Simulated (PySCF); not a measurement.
## Telling isomers of C5H13NSi2 apart by NMR

[PySCF: PBE0/pcSseg-1 with gauge-including orbitals; structure optimised with GFN2-xTB; no relativistic terms; rapidly exchanging positions averaged; no solvent; single conformer]

References, each an isolated molecule treated in the same way: 1H (σref 31.72) and 13C (σref 186.93) against TMS. Where no couplings were computed, multiplicities follow the n + 1 count of equivalent neighbours, and m marks all less simple cases (inequivalent or close neighbours, rings, F or P nearby). Shifts are as computed. Against solution values, carbons near 30 ppm lie about +3 ppm off and those near 130 ppm about +5 ppm. Of 1309 compounds with measured shifts, 239 miss one by over three times the rms of a fit or turn the order of signals round; such compounds aren't used in these exercises. OH and NH positions are gas-phase values without hydrogen bonding to other molecules.

(1) Tabulate the signals of `CN[C@@H]1C=CC[SiH2][SiH2]1`, `C=CN([SiH2][SiH3])C(=C)C`, `C=C(C)[C@@]1(N[SiH3])C[SiH2]1` and their relative energies.

(2) What is the quickest way to tell CN[C@@H]1C=CC[SiH2][SiH2]1 from C=C(C)[C@@]1(N[SiH3])C[SiH2]1?

(3) What is the quickest way to tell C=CN([SiH2][SiH3])C(=C)C from C=C(C)[C@@]1(N[SiH3])C[SiH2]1?

(4) What is the quickest way to tell CN[C@@H]1C=CC[SiH2][SiH2]1 from C=CN([SiH2][SiH3])C(=C)C?

## Answers

(1) 
```tsv
SMILES	carbon types	δC	δH	E rel. (kcal/mol)
CN[C@@H]1C=CC[SiH2][SiH2]1	3×CH 1×CH2 1×CH3	141.0, 132.4, 53.9, 39.6, 12.0	6.07 (m, 1H), 5.93 (m, 1H), 4.18 (m, 1H), 3.95 (m, 1H), 3.69 (m, 1H), 3.49 (m, 1H), 2.87 (m, 1H), 2.77 (s, 3H), 2.09 (m, 1H), 1.23 (m, 1H), 0.63 (br s, 1H)	0.0
C=CN([SiH2][SiH3])C(=C)C	1×C 1×CH 2×CH2 1×CH3	155.4, 147.9, 123.5, 88.7, 25.8	6.36 (m, 1H), 5.65 (br s, 1H), 5.26 (br s, 1H), 5.12 (q, 2H), 4.32 (m, 1H), 4.07 (m, 1H), 3.39 (t, 3H), 2.00 (s, 3H)	8.5
C=C(C)[C@@]1(N[SiH3])C[SiH2]1	2×C 2×CH2 1×CH3	154.9, 113.0, 47.3, 24.3, 10.7	5.33 (br s, 1H), 5.08 (br s, 1H), 4.45 (s, 3H), 3.15 (m, 1H), 2.66 (m, 1H), 1.58 (s, 3H), 1.35 (m, 1H), 1.29 (m, 1H), 1.22 (br s, 1H)	18.0
```

Energies are electronic energies at PBE0/pcSseg-1 on these geometries, without zero-point or thermal terms, each for the one conformer computed, which needn't be the lowest.

(2) Both give the same number of carbon signals, but DEPT or the intensities differ. The first has an alkene CH at 141.0 ppm, the second a fully substituted alkene carbon (C) at 154.9 ppm. In the proton spectra the most deshielded non-exchanging signals are 6.07 (m, 1H) and 5.33 (br s, 1H).

(3) Both give the same number of carbon signals, but DEPT or the intensities differ. The first has an alkene carbon bearing nitrogen (CH) at 147.9 ppm, the second a three-membered-ring carbon (C) at 47.3 ppm. Their most deshielded carbons lie at 155.4 and 154.9 ppm. In the proton spectra the most deshielded non-exchanging signals are 6.36 (m, 1H) and 5.33 (br s, 1H).

(4) Both give the same number of carbon signals, but DEPT or the intensities differ. The first has an allylic sp3 CH bonded to N and Si at 53.9 ppm, the second an alkene carbon bearing nitrogen (C) at 155.4 ppm. Their most deshielded carbons lie at 141.0 and 155.4 ppm.
